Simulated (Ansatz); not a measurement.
`C=[N][InH2]` + silanol → `[SiH3][O][InH2]` + `C=N`  (ligand exchange at the In–N bond)

Calculated with Ansatz (gas phase, PBE0-D4/def2-TZVP geometries, no zero-point term in ΔE). CCSD(T)/CBS adds triple-zeta CCSD(T) − MP2 to the extrapolated MP2 energy (def2 sets, frozen cores). This one scheme is used for every species. Functionals use def2-TZVPP. def2 core potentials past Kr. For In outer-core shells are correlated without core-valence functions, which leaves a few kJ/mol of doubt a bond.

```csv
level,ΔE (kJ/mol)
B97M-V,-70.8
PBE,-61.5
```

What does CCSD(T)/CBS give? (An estimate is asked.)

Ansatz gave: -69.6 kJ/mol. The listed levels differ from it by -1.2, 8.1 kJ/mol.

Largest T1 diagnostic among the species: 0.015.

At CCSD(T), def2-SVP lies −9.8 kJ/mol from the extrapolated value and def2-TZVPP +1.2 kJ/mol. Leaving LDA and LC-ωPBE aside and taking each functional with its dispersion term where it has one, the values, not all of them listed here, spread over 10.1 kJ/mol, from B97M-V to revPBE-D4.
